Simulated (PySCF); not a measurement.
Compound: YCl3 (singlet state).
Bonds: Y1–Cl2, Y1–Cl3, Y1–Cl4.

The closed-shell ground state was solved at several levels (PySCF, density fitting, gas phase). Geometry: PBE0-D3(BJ)/def2-SVP; no solvent, vibrations or thermal averaging. Atoms past krypton carry effective core potentials; spin–orbit coupling is left out.

```tsv
level	basis functions	total energy (Eh)	HOMO (eV)	LUMO (eV)	gap (eV)	dipole (D)
PBE0/pcSseg-1 (def2-TZVP on Y)	112	-1418.6765	-9.22	-3.00	6.22	0.74
B3LYP/def2-SVPD	115	-1418.8309	-8.91	-3.30	5.61	0.70
```

**Question.** Estimate the row for wB97X-D/pcSseg-1 (def2-TZVP on Y), a basis of 112 functions; the other rows only guide the guess.

**Answer.** Total energy -1419.1517 Eh, HOMO -11.13 eV, LUMO -1.19 eV, gap 9.94 eV, dipole 0.76 D.

**Question.** Over all these levels, which gives the widest orbital gap and which the narrowest?

**Answer.** wB97X-D/pcSseg-1 (def2-TZVP on Y) (range-separated hybrid) has the widest, 9.94 eV, and B3LYP/def2-SVPD (global hybrid, 20 % exact exchange) the narrowest, 5.61 eV. Functional and basis both differ between the two, so the spread mixes both effects.

**Question.** How far do the dipole and the HOMO energy spread over the levels?

**Answer.** The dipole runs from 0.70 to 0.76 D (mean 0.73 D) and the HOMO from -11.13 to -8.91 eV.

Note: wB97X-D ran without an empirical dispersion term, which enters the total energy and its gradient alone.
